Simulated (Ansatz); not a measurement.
Cl2FH3OSi2, SMILES `O[SiH](F)[SiH](Cl)Cl`, relaxed with RKS PBE-D4/def2-SVP in Ansatz 0.2.0 from a rough embedded geometry. The force threshold is 0.03 eV/Å; the program also tests the step.

Total charge 0; spin multiplicity 1.

Start:

```xyz
9

O    -0.291   -0.723    1.934
Si    0.303    0.427    0.838
F     1.878    0.353    0.986
Si   -0.299    0.050   -1.327
Cl   -2.356    0.240   -1.635
Cl    0.184   -1.779   -2.056
H     0.352   -1.369    2.238
H    -0.132    1.719    1.335
H     0.361    1.081   -2.313
```

| step | energy (eV) | largest force (eV/Å) | largest move (Å) |
| --- | --- | --- | --- |
| 1 | -45578.8012 | 2.245 | 0.000 |
| 2 | -45579.0445 | 1.095 | 0.194 |
| 3 | -45579.1033 | 0.356 | 0.089 |
| 4 | -45579.1285 | 0.639 | 0.200 |
| 5 | -45579.1735 | 0.303 | 0.200 |
| 6 (rejected) | -45579.1623 | 1.440 | 0.197 |
| 7 | -45579.1901 | 0.227 | 0.098 |
| 8 | -45579.2041 | 0.236 | 0.097 |
| 9 | -45579.2133 | 0.511 | 0.144 |
| 10 (rejected) | -45579.2125 | 0.758 | 0.154 |
| 11 | -45579.2250 | 0.118 | 0.077 |
| 12 | -45579.2290 | 0.079 | 0.098 |
| 13 | -45579.2305 | 0.095 | 0.058 |
| 14 | -45579.2313 | 0.059 | 0.022 |
| 15 | -45579.2318 | 0.014 | 0.018 |

End:

```xyz
9

O    -0.075   -0.783    1.808
Si    0.362    0.568    0.941
F     1.989    0.779    0.918
Si   -0.275    0.099   -1.275
Cl   -2.325    0.389   -1.471
Cl    0.150   -1.956   -1.400
H     0.021   -1.616    1.305
H    -0.251    1.754    1.608
H     0.403    0.766   -2.434
```

Run time 24 s (4 threads of a server CPU on a shared host); peak host memory 0.17 GiB.
